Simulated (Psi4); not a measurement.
Pair of molecules, SMILES F with SMILES C=C (the first has 2 atoms); geometry from B3LYP-D3(BJ)/def2-TZVP, rigid monomers moved along the line of their centres of mass till H2···C3 is 2.02 Å.
(charge 0, multiplicity 1):
| atom | x (Å) | y (Å) | z (Å) |
|---|---|---|---|
| F | -0.2339 | 0.8565 | 0.5851 |
| H | -0.1684 | 0.5554 | 1.4687 |
| C | -0.5589 | 0.3195 | 3.4318 |
| C | 0.4832 | -0.4344 | 3.0990 |
| H | -0.4363 | 1.3392 | 3.7765 |
| H | -1.5732 | -0.0575 | 3.3808 |
| H | 0.3611 | -1.4571 | 2.7631 |
| H | 1.4981 | -0.0603 | 3.1588 |

Level of theory: SAPT0/jun-cc-pV(D+d)Z (Psi4).

Q: Which attractive term is largest, and how does the interaction split up?

A: electrostatics -10.76, exchange 16.80, induction -6.50, dispersion -2.85, total -3.32 kcal/mol; the largest attraction is electrostatics.
